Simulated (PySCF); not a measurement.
# Reading the logs of faulty runs: BCH5N

All numbers below are calculated, not measured. The program is PySCF 2.14.0, an open-source quantum chemistry code, run on an isolated molecule that a program drew, which may never have been made. The molecule is BCH5N (charge 0, doublet), drawn as the SMILES string `B[CH]N`.

Each row is a Hartree-Fock (HF) and frozen-core CCSD(T) single point in the cc-pVDZ basis, meant for a local HF minimum. Run 1 is clean. Each other run has one planted mistake out of seven kinds, and not every kind appears here: one electron removed, one electron added, multiplicity raised by two, geometry at a saddle point, minimal basis STO-3G, one bond length entered in bohr, all coordinates scaled. The reference is restricted for singlets and unrestricted otherwise, and also for a bond in bohr. Adding or removing an electron swaps singlet and doublet. Electrons count all cores. HOMO and LUMO are orbital energies over both spins, the gradient is its largest component, and the lowest frequency (negative if imaginary) is given only where the gradient is small. Bond lengths are over the 7 bonds as drawn. T1 is the CCSD diagnostic: over 0.02 (restricted) or 0.045 (unrestricted) a single reference is doubtful.

Geometry of the clean run:
```xyz
8
BCH5N, angstrom
B    -0.7113    0.2640    1.6246
C    -0.9919   -1.1906    1.3399
N    -0.9960   -2.1692    2.2758
H    -0.7045    1.0598    0.7250
H    -0.4986    0.6253    2.7566
H    -1.1890   -1.5570    0.3373
H    -0.9332   -1.9261    3.2421
H    -1.3345   -3.0836    2.0676
```

```
run  electrons  basis functions  <S^2>  HOMO (eV)  LUMO (eV)  gradient (hartree/bohr)  lowest frequency (cm^-1)  mean bond (Å)  longest bond (Å)      T1  HF (hartree)  CCSD(T) (hartree)                          mistake
  1         23               67  0.758      -7.90       2.19                  1.2e-05                       240         1.1931             1.509  0.0185    -119.88100         -120.31262                         no fault
  2         23               20  0.754      -6.14       5.81                  4.5e-02                         -         1.1931             1.509  0.0269    -118.35942         -118.53103             minimal basis STO-3G
  3         22               67  0.000     -18.87      -5.87                  1.4e-01                         -         1.1931             1.509  0.0199    -119.62975         -120.05160             one electron removed
  4         23               67  1.178      -9.10       1.00                  8.9e-02                         -         1.3200             1.887  0.0614    -119.75981         -120.18925  one bond length entered in bohr
  5         23               67  0.758      -7.84       2.24                  2.1e-05                      -173         1.1925             1.508  0.0182    -119.88097         -120.31267                                ?
```

**Which mistake was planted in run 5, and what did it cost?**

The gradient is small, so the point is stationary, but the lowest frequency is imaginary (-173 cm^-1). So the mistake is: geometry at a saddle point. Subtracting run 1 and multiplying by 627.51 kcal/mol a hartree, the energy moved by 0.0 kcal/mol in HF and 0.0 kcal/mol in CCSD(T).

Cautions from the logs. Run 4: T1 is over the limit, so its CCSD(T) energy is less reliable.
